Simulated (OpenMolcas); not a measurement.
Cu2+ (d9) among equal point charges was computed by CASSCF with the d shell active (OpenMolcas, ANO-RCC-VDZP on the metal). Its lowest spin-free states, and all those of the highest spin:

| 2S+1 | Degeneracy | E (cm-1) |
| --- | --- | --- |
| 2 | 1 | 0.0 |
| 2 | 1 | 1059 |
| 2 | 1 | 6493 |
| 2 | 2 | 7084 |

Question: Is the site octahedral, tetrahedral or cube-like, axial, or of lower symmetry?

Answer: The states with 2S+1 = 2 have orbital degeneracies 1, 1, 1, 2. There are pairs but no triples, so the site is axial: not cubic, but with a proper or improper axis of order three or more. The run had Cu2+ among 6 point charges of -2.2 e arranged as a tetragonal octahedron (D4h), 1.78 Å from the ion, with the axial distance 1.816 Å. The active orbitals were held to one l.

This is an electrostatic model: the charges have no orbitals. No measured value stands beside these numbers.
